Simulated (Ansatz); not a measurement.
Input for Ansatz (a program for electronic structure): R-wB97M-V/def2-TZVPP on aminoborane (SMILES BN), atoms moved off the minimum.

Ansatz 0.2 input:
```yaml
crystal:
  periodic: [false, false, false]
  atoms:
    - {symbol: B, position_ang: [-0.74863952, 0.06617872, 0.03010716]}
    - {symbol: N, position_ang: [0.62013286, -0.03816882, 0.05303876]}
    - {symbol: H, position_ang: [-1.36144223, -0.91779785, 0.01563656]}
    - {symbol: H, position_ang: [-1.30354231, 1.17115595, -0.02699490]}
    - {symbol: H, position_ang: [1.21396066, 0.68291725, 0.03866457]}
    - {symbol: H, position_ang: [1.15341059, -0.92400434, 0.04579342]}
basis:
  gaussian:
    orbitals: def2-TZVPP
hamiltonian:
  xc: {name: wB97M-V}
scf: {lower_state_search: off}
output: {forces: true}
```

Program output:

```
WARN ansatz: RAYON_NUM_THREADS=1 ignored (pool sized by the plan → 1); use --threads N
Functional definition: wB97M-V
these checks for a lower state are left out or cut short: stability, starts, cluster_reference, orbital_swaps, neighbouring_geometries, increment
integrals: 0.03 GiB planned
560 factors; their error is unknown
integrals: 0.06 GiB planned
160 factors; integrals over basis functions are off by at most 1.6e-5 eV
mean field: 0.39 GiB planned
mean field evaluation 1: about -2227.9306 eV, gradient 4.6e1 eV
mean field evaluation 2: about -2228.4317 eV, gradient 4.3e1 eV
mean field evaluation 4: about -2231.8048 eV, gradient 9.3e-1 eV
mean field evaluation 8: about -2231.8085 eV, gradient 2.9e-1 eV
mean field evaluation 16: about -2231.8086 eV, gradient 2.0e-5 eV
mean field -2231.80863380 eV, -82.0174545179 hartree, gradient 5.2e-6 eV, S^2 0.000000; 0 other end points of the search recorded, 0 dependent functions left out
the calculation of the forces begins
reference -2231.80867647 eV, -82.0174560861 hartree; 8, 8 occupied and 110, 110 virtual orbitals, 560 factors
Total energy: -2231.80867647 eV, -82.0174560861 hartree
Atom 0 at    -0.748640     0.066179     0.030107 Å, force    -0.639733     1.165978    -0.228672 eV/Å
Atom 1 at     0.620133    -0.038169     0.053039 Å, force    -0.880324    -3.949793     0.036464 eV/Å
Atom 2 at    -1.361442    -0.917798     0.015637 Å, force    -0.534809    -0.636116     0.049816 eV/Å
Atom 3 at    -1.303542     1.171156    -0.026995 Å, force     0.578185    -0.816718     0.133062 eV/Å
Atom 4 at     1.213961     0.682917     0.038665 Å, force     2.431841     3.428703    -0.048347 eV/Å
Atom 5 at     1.153411    -0.924004     0.045793 Å, force    -0.955159     0.807946     0.057676 eV/Å
Dipole moment:     0.422696    -0.056100     0.001090 e Å
Checks for a lower state left out: stability, starts, cluster_reference, orbital_swaps, neighbouring_geometries, increment
```

The calculation finished and met its thresholds.

Cost: around 2.8 core-seconds (rough).
